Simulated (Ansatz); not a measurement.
```xyz
6

C     0.0000    0.0000   -1.1748
C     0.0000    0.0000    0.2783
N     0.0000    0.0000    1.4351
H     0.0000   -1.0314   -1.5557
H    -0.8932    0.5157   -1.5557
H     0.8932    0.5157   -1.5557
```

Basis set: def2-TZVP (spherical functions). Left uncorrelated: 3 orbitals. Charge 0, multiplicity 1.

Computed with Ansatz (development build ahead of 0.2.0); each method stands on the lowest determinant of its kind that the runs found. Restricted open shells among the atoms or ions are ROHF, correlated in semicanonical orbitals with singles.

Task: Give the atomization energy at this shape (free ground-state atoms in the same class of orbitals less the molecule, no zero-point energy) of singlet C₂H₃N by RHF-MP2, RHF.

Result:

```tsv
method	atomization energy
RHF-MP2	608.34 kcal/mol
RHF	440.76 kcal/mol
```
